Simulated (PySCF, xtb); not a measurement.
Al(All)(Cl)(F) (C3H5AlClF), SMILES C=C[CH2][Al]([F])[Cl]. Other conformers were not sampled.

Harmonic wavenumbers (cm⁻¹) from GFN2-xTB (xtb 6.7.1) at its own minimum, in rising order: 30, 45, 84, 152, 188, 226, 395, 449, 598, 630, 691, 773, 876, 941, 1001, 1012, 1088, 1160, 1292, 1401, 1432, 1689, 2913, 2927, 3042, 3096, 3130.

Question: What does PBE0-D3(BJ)/def2-SVP (PySCF) give at its own minimum? (An estimate is asked for; the answer gives what the named calculation found.)

Answer: 68, 112, 140, 190, 204, 227, 421, 471, 628, 678, 733, 874, 905, 948, 975, 1000, 1051, 1187, 1307, 1407, 1436, 1658, 3113, 3150, 3169, 3222, 3270. Paired by order, the mean absolute difference is 55 cm⁻¹ and the zero-point energies are 44.7 and 46.5 kcal/mol.
